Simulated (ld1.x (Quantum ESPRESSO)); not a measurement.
The numbers below are computed, except where a source is named.
## Pseudopotentials across the periodic table

Generated with ld1.x 7.5 (TM, RRKJ, ultrasoft, PAW), atompaw 4.2 or ONCVPSP 4.0.1. The cutoff is in Ry: for ld1.x and atompaw files where the sum of valence levels is converged to 10 mRy in a Bessel basis, for ONCV files where the hardest occupied wave has 1 mHa per electron of residual kinetic energy. The error is the largest all-electron minus pseudo excitation energy over each file’s own four to seven test configurations (ionisations up to +4, promotions, holes and added fractions of an electron), all of which were solved. The labels leave out finer settings (local radius, basis sizes, second energies), which also bear on the numbers. Spin-polarised tests are not counted. The rows are a selection from randomly drawn settings: files with unsolved tests, undetermined cutoffs or missed reference levels are left out.

A true bound ghost makes a file unfit for plane-wave use even where its test errors are small: the radial tests pick states by their node count and pass the ghost by.

```csv
element,potential,cutoff (Ry),largest error (meV),bound ghosts
C,"PAW, PBE, non-relativistic, rc 1.50/2.15/2.15 (spd), local smoothed, core correction yes, reference 2s2 2p2",15,+5.6,none
Rb,"TM, LDA (PZ), scalar-relativistic, rc 3.20/3.30/3.35/3.50 (spdf), local p, core correction yes, reference 5s1 5p0",6,-3.3,s
Te,"PAW, PBEsol, scalar-relativistic, rc 1.80/2.10/1.70 (spd), local smoothed, core correction yes, reference 4d10 5s1 5p5",40,-87,none
Re,"RRKJ, PBEsol, fully relativistic, rc 2.35/3.25/1.50 (spd), local p, core correction no, reference 5d5 6s2 6p0",70,-165,none
```

(1) Fill in the row for Bi: TM semilocal, PBE, scalar-relativistic, rc 1.98/2.48/2.60 (spd), local d, core correction yes, reference 6s2 6p2.5.

(2) Fill in the row for Tc: TM semilocal, LDA (PZ), scalar-relativistic, rc 2.75/3.40/2.30 (spd), local s, core correction no, reference 4d5 5s2 5p0.

Results:

(1) cutoff 25 Ry, largest error -783 meV, bound ghosts: none.

(2) cutoff 35 Ry, largest error +111 meV, bound ghosts: none.
